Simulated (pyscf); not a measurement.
HO–Si(Cl)(Cl)–Cl (SMILES O[Si](Cl)(Cl)Cl) + HO–Ga(OH)–Cl (SMILES [OH][Ga]([OH])[Cl]) → HO–Si(Cl)(Cl)–Cl (SMILES O[Si](Cl)(Cl)Cl) + HO–Ga(OH)–Cl (SMILES [OH][Ga]([OH])[Cl]) (concerted two-bond exchange; singlet surface; Cl–Ga, Cl–Si broken, Cl–Ga, Cl–Si formed). Single points on ωB97X-D3(BJ)/def2-SVP structures (PySCF, gas phase). Energies in kJ/mol from the separated reactants.

| level | barrier | reaction energy |
|---|---|---|
| ωB97X-D3(BJ)/def2-TZVP | 83.6 | 0.0 |
| PBE/def2-TZVP | 118.2 | 0.0 |
| PBE0-D3(BJ)/def2-TZVP | ___ | 0.0 |
| M06-2X/def2-TZVP | ___ | 0.0 |
| ωB97M-D3(BJ)/def2-TZVP | 115.0 | 0.0 |
| HF/def2-TZVP | 214.6 | 0.0 |

Problem. Fill in the missing entries.

Solution. 
- PBE0-D3(BJ)/def2-TZVP, barrier: 102.7
- M06-2X/def2-TZVP, barrier: 102.2

The functionals in the table span 34.6 kJ/mol in this barrier, from ωB97X-D3(BJ) to PBE. On the reactant side the descent ends in an adduct with a Ga–O contact (not fully relaxed), 63.4 kJ/mol under the separated species and 147.1 kJ/mol under the saddle at ωB97X-D3(BJ)/def2-TZVP. On the product side the descent ends in an adduct with a Ga–O contact (not fully relaxed), 63.9 kJ/mol under the separated species and 147.5 kJ/mol under the saddle at ωB97X-D3(BJ)/def2-TZVP. One saddle was located; it need not be the lowest between these sides. Elements up to Kr have no core potential and no relativistic terms here.
